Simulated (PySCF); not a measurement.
## Highest orbital energy against ionisation energy along the third row

Calculated with PySCF 2.14, no spin-orbit coupling. Each cell gives −ε(HOMO) / ΔSCF in eV; NIST values include spin-orbit coupling, (s) semi-empirical, (t) theoretical.

| species | UHF | LDA | PBE | PBE0 | r2SCAN | NIST (lowest levels) |
| --- | --- | --- | --- | --- | --- | --- |
| Al(2+) (aug-cc-pCVTZ-DK, spin-free X2C) | 28.110 / 28.088 | 24.582 / 28.868 | 24.471 / 28.868 | 25.491 / 28.731 | 24.675 / 28.429 | 28.448 |
| Si(2+) (aug-cc-pCVTZ-DK, spin-free X2C) | 32.228 / 32.021 | 28.657 / 33.590 | 28.529 / 33.447 | 29.688 / 33.309 | 28.708 / 32.936 | 33.493 |
| P(2+) (aug-cc-pCVTZ-DK, spin-free X2C) | 29.968 / 29.572 | 24.793 / 30.192 | 24.945 / 30.227 | 26.360 / 30.250 | 25.398 / 30.363 | 30.203 |
| S(2+) (aug-cc-pCVTZ-DK, spin-free X2C) | 34.716 / 34.149 | 28.848 / 34.868 | 28.947 / 34.825 | 30.573 / 34.867 | 29.476 / 35.022 | 34.86 ± 0.04 (s) |
| Cl(2+) (aug-cc-pCVTZ-DK, spin-free X2C) | 39.690 / 38.957 | 33.027 / 39.660 | 33.094 / 39.576 | 34.951 / 39.659 | 33.758 / 39.825 | 39.8 ± 0.11 (s) |
| Ar(2+) (aug-cc-pCVTZ-DK, spin-free X2C) | 40.427 / 39.387 | 34.095 / 40.846 | 34.160 / 40.729 | 36.013 / 40.727 | 34.593 / 40.693 | 40.735 ± 0.012 (s) |

How far is −ε(HOMO) from ΔSCF on average for each method, and why?

UHF 0.49 eV; LDA -5.67 eV; PBE -5.59 eV; PBE0 -4.08 eV; r2SCAN -5.11 eV. Hartree-Fock orbital energies lack relaxation and so exceed the ΔSCF value; semilocal functionals have convex E(N) from self-interaction, so their HOMO lies far too high; exact exchange moves hybrids part of the way back.
